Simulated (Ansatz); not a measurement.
Basis-set series for CH₆ClNOSi (`CO[SiH](N)Cl`). Total charge 0; spin multiplicity 1. The geometry is a stationary point of PBE0-D4/def2-TZVP. It is one conformer, not always the lowest.

```xyz
11

C     0.744    1.575   -0.797
O     0.591    0.193   -0.560
Si   -0.560   -0.450    0.401
N    -0.446   -2.131    0.527
Cl   -0.320    0.345    2.286
H     1.047    2.098    0.114
H    -0.184    2.025   -1.168
H     1.519    1.705   -1.554
H    -1.898   -0.069   -0.101
H    -0.772   -2.724   -0.218
H     0.281   -2.566    1.070
```

```json
{"functional": "PBE0-D4", "basis": "def2-SVP", "functions": "108", "energy (Eh)": "-920.67429", "HOMO (eV)": "-7.78", "LUMO (eV)": "1.59"}
{"functional": "PBE0-D4", "basis": "def2-TZVPP", "functions": "261", "energy (Eh)": "-921.14976", "HOMO (eV)": "-8.01", "LUMO (eV)": "0.85"}
{"functional": "ωB97M-V", "basis": "def2-SVP", "functions": "108", "energy (Eh)": "-921.02082", "HOMO (eV)": "-10.17", "LUMO (eV)": "3.29"}
{"functional": "ωB97M-V", "basis": "def2-TZVPP", "functions": "261", "energy (Eh)": "-921.50182", "HOMO (eV)": "-10.41", "LUMO (eV)": "2.31"}
```

(1) Give the rows for def2-QZVPP. (Best estimate.)

Answers

(1) Computed: 
| functional | basis | functions | energy (Eh) | HOMO (eV) | LUMO (eV) |
| --- | --- | --- | --- | --- | --- |
| PBE0-D4 | def2-QZVPP | 491 | -921.18398 | -8.05 | 0.56 |
| ωB97M-V | def2-QZVPP | 491 | -921.53424 | -10.46 | 1.82 |

Positive LUMOs are unbound and depend on the basis.
